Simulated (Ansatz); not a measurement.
Consider the formal exchange of groups at a B–Cl bond: `CCB(F)Cl` + `C=CC(C)(F)S` → `CCB(F)S` + `C=CC(C)(F)Cl`.

Calculated with Ansatz (gas phase, PBE0-D4/def2-TZVP geometries, no zero-point term in ΔE). CCSD(T)/CBS is the MP2 limit (def2-TZVPP, def2-QZVPP) plus CCSD(T) − MP2 in def2-TZVPP, frozen cores. DFT in def2-TZVPP. Each species was taken in one conformer, which may not be the lowest.

`CCB(F)Cl`:

Cartesian coordinates in Å:
```
C -0.843 0.823 0.444
C 0.214 -0.274 0.439
B 0.758 -0.675 -0.963
F 0.332 -0.098 -2.070
Cl 1.982 -1.927 -1.154
H -0.460 1.747 0.006
H -1.722 0.532 -0.135
H -1.175 1.050 1.459
H 1.077 0.008 1.057
H -0.162 -1.187 0.918
```

`C=CC(C)(F)S`:

Cartesian coordinates in Å:
```
C -0.817 -1.176 1.420
C 0.146 -0.536 0.775
C -0.027 0.134 -0.549
C 0.343 1.603 -0.513
F -1.350 0.041 -0.943
S 1.029 -0.672 -1.796
H -0.626 -1.644 2.378
H -1.818 -1.249 1.013
H 1.148 -0.467 1.186
H -0.339 2.120 0.163
H 0.254 2.039 -1.510
H 1.365 1.734 -0.157
H 0.692 -1.928 -1.466
```

`CCB(F)S`:

```xyz
11

C     0.282   -1.207    0.935
C    -0.182    0.223    0.655
B     0.049    0.680   -0.821
F     1.206    0.411   -1.426
S    -1.216    1.590   -1.733
H     0.174   -1.459    1.992
H     1.331   -1.342    0.664
H    -0.301   -1.932    0.362
H     0.390    0.920    1.285
H    -1.228    0.357    0.947
H    -0.503    1.759   -2.859
```

`C=CC(C)(F)Cl`:

Z-matrix (Å, degrees):
```
C
C 1 1.492
F 1 1.364 2 110.5
C 1 1.508 2 113.8 3 122.8
Cl 1 1.808 2 107.7 3 -116.4
C 2 1.322 1 123.9 3 -2.3
H 2 1.085 1 114.6 3 178.3
H 4 1.090 1 110.4 2 57.5
H 4 1.090 1 109.8 2 177.8
H 4 1.092 1 108.7 2 -62.2
H 6 1.083 2 121.5 1 1.1
H 6 1.083 2 120.8 1 -179.2
```

```
             level  ΔE (eV)
            PBE-D4     0.25
           ωB97M-V     0.31
     HF/def2-TZVPP     0.30
    MP2/def2-TZVPP     0.32
    MP2/def2-QZVPP     0.33
SCS-MP2/def2-QZVPP     0.31
     MP2/CBS(def2)     0.33
    CCSD/CBS(def2)     0.31
```

**Question.** What does CCSD(T)/CBS give? (Estimate.)

**Answer.** The calculation gave: +0.30 eV. The listed levels differ from it by -0.05, 0.01, 0.00, 0.02, 0.03, 0.01, 0.03, 0.01 eV.

Largest T1 diagnostic among the species: 0.012.
